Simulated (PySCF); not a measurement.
A made-up structure of ZnBH3, closed shell:

| atom | x (Å) | y (Å) | z (Å) |
| --- | --- | --- | --- |
| B1 | -0.1801 | -0.6497 | 0.2391 |
| Zn2 | 0.2440 | 0.8785 | -0.3232 |
| H3 | -1.2549 | -0.7268 | 0.7906 |
| H4 | 0.6296 | -1.5265 | 0.0385 |
| H5 | 0.5613 | 2.0245 | -0.7450 |

It is relaxed with PBE-D4/def2-SVP and then PBE0-D4/def2-TZVP (PySCF 2.14 with density fitting (its default auxiliary sets; JK sets also for MP2 and CCSD(T))). Atoms count as bonded within 1.22 times the sum of their covalent radii (H–H: 0.88 Å). The end point is not checked to be a true minimum.

Question: Does its bonding change? (A judgement: the text doesn't fix the answer.)

Answer: The calculation gives: No: no bond forms or breaks.

Where it ends: The first stage lowers the energy by 2.33 eV in 14 steps. It ends as ZnBH₃ ([BH2][ZnH]):
```xyz
5
angstrom
B -0.2271 -0.7992 0.2983
Zn 0.3062 1.0798 -0.4086
H -1.2906 -1.0226 0.8073
H 0.5033 -1.7489 0.2307
H 0.7060 2.4890 -0.9386
```

Labels in which every atom is bracketed show which atoms are joined, not bond orders.

For scale, one of the runs: PBE0-D4/def2-TZVP relaxation, 97 basis functions, launched by `OMP_NUM_THREADS=2 python run.py`. The run took 28 s on 2 CPU threads of an Intel Xeon (shared host), with 0.95 GiB of host memory at its peak.
